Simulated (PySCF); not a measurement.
## C4H10O2P2: full NMR table

```
Formula                               : C4H10O2P2
SMILES                                : O=P1(P)CCOCC1
InChI                                 : InChI=1S/C4H10O2P2/c5-8(7)3-1-6-2-4-8/h1-4,7H2
Point group of the computed structure : Cs
Carbon signals                        : 2
Proton signals                        : 5
```

Numbering as in the mapped SMILES `[O:1]=[P:2]1([PH2:3])[CH2:4][CH2:5][O:6][CH2:7][CH2:8]1`. Hydrogens are named by the atom that carries them.

[PySCF 2.14.0 with density-fitted response routines: shielding tensors at PBE0/pcSseg-1 (GIAO); GFN2-xTB structure; rapidly exchanging positions averaged; one conformer; no relativistic terms; isolated molecule]

Referencing at the same level of theory: 1H and 13C against TMS; 31P against H3PO4; H2O for 17O.

| carbon | δC, type | δH (multiplicity) | HMBC from (2–3 bonds) | span of the C tensor (ppm) |
| --- | --- | --- | --- | --- |
| C4/C8 | 37.3, CH2 | Ha(C4) 1.68 (m); Hb(C4) 1.59 (m) | Hb(C5)/Hb(C7), Ha(C5)/Ha(C7), H(P3), Ha(C4)/Ha(C8), Hb(C4)/Hb(C8) | 23 |
| C5/C7 | 67.0, CH2 | Ha(C5) 4.20 (m); Hb(C5) 4.31 (m) | Hb(C5)/Hb(C7), Ha(C5)/Ha(C7), Ha(C4)/Ha(C8), Hb(C4)/Hb(C8) | 80 |

Other nuclei:
| atoms | nucleus | environment | δ (ppm) | σ (ppm) |
| --- | --- | --- | --- | --- |
| H(P3) | 1H | hydrogen on a phosphorus bonded to P | 2.72 | 28.99 |
| P2 | 31P | phosphorus bonded to 2 C, O, P, in a 6-membered ring | 9.1 | 309.2 |
| P3 | 31P | phosphorus bonded to P, 2 H | -178.4 | 496.8 |
| O1 | 17O | P=O oxygen | 135.0 | 201.1 |
| O6 | 17O | ether oxygen | 51.5 | 284.5 |

δC 67.0: sp3 CH2 bonded to O; the inductive effect lowers its shielding. δC 37.3: sp3 CH2 bonded to P. δH 4.31, 4.20: hydrogen on an sp3 CH2 bonded to O; its carbon carries O, an electronegative neighbour. δH 2.72: hydrogen on a phosphorus bonded to P. δH 1.68, 1.59: hydrogen on an sp3 CH2 bonded to P.

Splittings by 31P in the carbon and heteronuclear signals aren't shown, as no couplings were computed. Shifts are as computed. Against solution values, carbons near 30 ppm lie about +3 ppm off and those near 130 ppm about +5 ppm. Of 1211 compounds with measured shifts, 218 miss one by over three times the rms of a fit or turn the order of signals round; such compounds aren't used in these exercises. Experimental scales use liquid or dissolved standards, which lie at an offset from isolated H2O (liquid H2O: subtract about 36 ppm) and H3PO4. Multiplicities follow the n + 1 count of equivalent neighbours, as no J values were calculated; m marks all less simple cases, F and P coupling included.
